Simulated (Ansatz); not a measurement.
**Pulling the pair apart**

The pair of Li⁺ (SMILES [Li+], atom 1) and CH₄S (SMILES CS, atoms 2–7), both closed shells, in one local arrangement (a lower one may exist), relaxed at PBE0-D4/def2-TZVP:

```json
{"atom": "Li1", "x (Å)": "0.2243", "y (Å)": "-0.1707", "z (Å)": "-2.6963"}
{"atom": "C2", "x (Å)": "-0.3745", "y (Å)": "0.3453", "z (Å)": "0.6629"}
{"atom": "S3", "x (Å)": "0.1803", "y (Å)": "-0.9553", "z (Å)": "-0.4735"}
{"atom": "H4", "x (Å)": "0.1532", "y (Å)": "1.2816", "z (Å)": "0.5000"}
{"atom": "H5", "x (Å)": "-0.2300", "y (Å)": "-0.0077", "z (Å)": "1.6817"}
{"atom": "H6", "x (Å)": "-1.4408", "y (Å)": "0.4767", "z (Å)": "0.4826"}
{"atom": "H7", "x (Å)": "1.4874", "y (Å)": "-0.9699", "z (Å)": "-0.1576"}
```

CH₄S is shifted rigidly along the line between the mean atom positions of the two fragments (negative: closer). Counterpoise interaction energies in kcal/mol. Program: Ansatz 0.2.0. Basis: def2-TZVPPD. Cores are frozen in the correlated methods. The outer core shell of Li, Na, Mg and K is correlated. B3LYP uses VWN-RPA correlation.

```tsv
shift (Å)	B3LYP-D4	HF	wB97M-V
-0.24	-27.43	-25.01	-26.03
-0.12	-29.56	-27.56	-28.23
0.00	-30.23	-28.53	-28.98
0.12	-29.93	-28.41	-28.75
0.28	-28.52	-27.11	-27.38
0.59	-25.28	-23.11	-23.39
1.18	-17.71	-15.29	-15.51
2.36	-7.38	-6.75	-6.64
```

(1) What does CCSD(T) give at these shifts? (Judge from chemistry; the value comes from the calculation.)

T1 diagnostic: at most 0.009.

Answers

(1) By the calculation: -24.10, -26.51, -27.41, -27.29, -26.04, -22.21, -14.67, -6.38 kcal/mol. For zero shift, CCSD(T) at an estimated basis limit (MP2 extrapolated from triple and quadruple zeta, plus CCSD(T) − MP2 in triple zeta) gives -28.33 kcal/mol. These are counterpoise interaction energies, counted from the two frozen fragments.

For scale, one of the runs: CCSD(T)/def2-TZVPPD, 178 basis functions, launched by `ansatz run in.yaml --threads 2 --pin off --events-out ev --progress --plain --max-ram 5222MiB`. The run took 25 s on 2 CPU threads of an Arm Neoverse V1 (shared host), with 1.6 GiB of host memory at its peak.
